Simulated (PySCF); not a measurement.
Relaxation of doublet MoNF2

All numbers come from PySCF, UPBE0, basis Mo def2-TZVP with ECP28, N def2-TZVP, F def2-TZVP (scalar-relativistic core potentials, no spin–orbit coupling, density fitting). A (50,194) grid was used.

A hand-made trigonal pyramidal start, of Cs symmetry, held to at least that symmetry:

```xyz
4
charge 0 multiplicity 2, angstrom
Mo    0.0000   -0.3288    0.0000
N     1.7523    0.1244    0.0000
F    -0.6458    0.8014   -1.5446
F    -0.6458    0.8014    1.5446
```

(1) What forces act on the atoms at the start (eV/Å)?

(2) What does it relax to?

(3) How much energy is released, and in how many steps?

## Answers

(1) 
```csv
atom,Fx,Fy,Fz
Mo1,5.09,6.68,0.00
N2,-6.53,-2.35,0.00
F3,0.72,-2.16,2.09
F4,0.72,-2.16,-2.09
```

(2) It ends at Cs with Mo–F 1.859 Å (×2), Mo–N 1.616 Å; F–Mo–F 125.8°, F–Mo–N 108.0° (×2) (after a last refinement on a finer grid). A frequency run shows a minimum. Other isomers or separated fragments may lie lower.

(3) 182.4 kJ/mol in 8 steps.

Other spin states or occupations of the open shell can lie lower.

The relaxation took 26 s on 4 threads of a shared Arm Neoverse V1 host, with 133 basis functions and 9 gradients; the process peaked at 0.76 GiB.
